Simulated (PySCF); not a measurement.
**From a computed spectrum to the compound**

A species of 5 atoms with charge -1 has these harmonic modes (PBE, small Gaussian bases with core potentials, PySCF 2.14.0):

```csv
cm⁻¹,km/mol,symmetry
132,24.5,a1
173,0.0,a2
344,145.5,b1
366,78.8,b2
390,89.8,a1
517,52.5,b2
686,45.4,a1
3646,19.8,a1
3652,3.8,b2
```

**Question.** Which species is it, and in which structure?

**Answer.** [Tl(OH)2]− (singlet):
```xyz
5

Tl    0.2237   -0.0678    0.0050
O    -1.3019    0.5133    1.5896
H    -2.0821    0.7102    1.0319
O    -1.3019    0.2763   -1.6474
H    -2.0821    0.5524   -1.1243
```
Ideal gas at 298.15 K and 1 bar: S = 317.9 J/(mol K), Cp = 77.1 J/(mol K), H − H(0 K) = 16.9 kJ/mol (rigid rotor, harmonic modes, spin degeneracy alone). 
 The answer isn't unique; the calculation gave this one.
